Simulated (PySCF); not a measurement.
Gas-phase reaction: 3 SnH2 + 3 H2 + SnF4 = 4 SnH3F

Computed with PySCF and rigid-rotor harmonic-oscillator thermochemistry at 1 bar. † marks an energy on the PBE0/def2-TZVP geometry and frequencies. CCSD(T) freezes the core. All species are closed-shell singlets. Sn: scalar-relativistic def2 core potential, no spin-orbit coupling. SnH2, SnH3F: computed as isolated molecules; such fragments, hydroxides, amides, oligomers or adducts are transient or little studied in the gas. CCSD(T) isn't extrapolated to the basis-set limit; its ΔH°(298 K) is -286.2 kJ in def2-SVP and -295.8 kJ in def2-TZVPP. The harmonic model lacks anharmonicity and excited electronic states, which grow with temperature; levels with a mode under 35 cm⁻¹ are left out.

```tsv
level	ΔE electronic, kJ	ΔH°(298 K), kJ	ΔS°(298 K), J/K	ΔG°(2000 K), kJ
CCSD(T)/def2-SVP†	-314	-286	-346	413
HF/def2-TZVP†	-321	-293	-346	406
PBE0/def2-SVP†	-348	-320	-346	380
LDA/def2-TZVP†	-411	-383	-346	316
ωB97M-V/def2-TZVP†	-327	-299	-346	401
```
ΔH° is lowest at LDA/def2-TZVP† and highest at CCSD(T)/def2-SVP†. No reference value is set beside these.
